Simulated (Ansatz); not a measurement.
TiSe₂. Charge 0, multiplicity 1. Geometry r2SCAN-D4/def2-TZVP; atoms count from 1.

```xyz
3

Ti   -0.028    0.333   -1.324
Se   -0.970    0.454    0.839
Se    0.998   -0.787    0.485
```

The restricted singlet is unstable: a solution with broken spin symmetry lies lower. The geometry of the singlet was relaxed on an unsound state (restricted singlet, unstable towards broken spin symmetry). At PBE0-D4/def2-TZVP a triplet of charge 0 lies 1.09 eV below the restricted singlet, each at its own geometry. The structure comes from a short search, and lower isomers may exist.

Estimate the Mulliken populations from the PBE0/def2-TZVP orbitals of Ansatz.


```
atom  charge (e)  d electrons
 Ti1        0.57         2.57
 Se2       -0.28            –
 Se3       -0.28            –
```
Mulliken values and Mayer orders depend strongly on the basis.

And the Mayer bond orders between bonded heavy atoms (over 0.3)?

Ti1–Se2 1.22 (2.36 Å); Ti1–Se3 1.22 (2.36 Å); Se2–Se3 1.09 (2.35 Å).
